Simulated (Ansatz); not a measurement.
Reaction (hydrogenolysis of a Ge–O bond): `[OH][Ge]([OH])([F])[SiH3]` + H₂ → `[OH][GeH]([F])[SiH3]` + H₂O

Isolated molecules relaxed with PBE0-D4/def2-TZVP in Ansatz; ΔE leaves out vibrations. CCSD(T)/CBS adds triple-zeta CCSD(T) − MP2 to the extrapolated MP2 energy (def2 sets, frozen cores). This one scheme is used for every species. Functionals use def2-TZVPP. For Ge outer-core shells are correlated without core-valence functions, which leaves a few kJ/mol of doubt a bond. Scalar relativity is left out up to krypton. One conformer a species, not always the lowest.

(1) Is it downhill or uphill in electronic energy at CCSD(T)/CBS, and by how much? (An estimate is asked.)

(2) What do these levels give: B97M-V, PBE0-D4, B2PLYP, CAM-B3LYP, MP2/def2-QZVPP, MP2/CBS(def2)? (Best estimate.)

(3) What do rigid-rotor, harmonic-oscillator terms from PBE0-D4/def2-TZVP frequencies (298.15 K, 1 bar) make of the CCSD(T)/CBS value? (Estimate.)

Largest T1 diagnostic among the species: 0.013.

Answers

(1) Ansatz gave: Uphill: ΔE = +33.8 kJ/mol.

(2) The calculation gave: B97M-V 32.6, PBE0-D4 29.7, B2PLYP 35.7, CAM-B3LYP 32.1, MP2/def2-QZVPP 40.3, MP2/CBS(def2) 39.3 kJ/mol.

(3) Computed: ΔZPE = +14.5 kJ/mol, ΔH = +45.4 kJ/mol, ΔS = 26 J/(mol·K), ΔG = +37.5 kJ/mol.

From r2SCAN to r2SCAN0 (25 % exact exchange), in def2-TZVPP and without D4, ΔE moves by −4.9 kJ/mol. In def2-TZVPP, CCSD(T) changes the Hartree–Fock value by +9.9 kJ/mol (the triples alone add +3.8 kJ/mol) and MP2 by +15.4 kJ/mol.
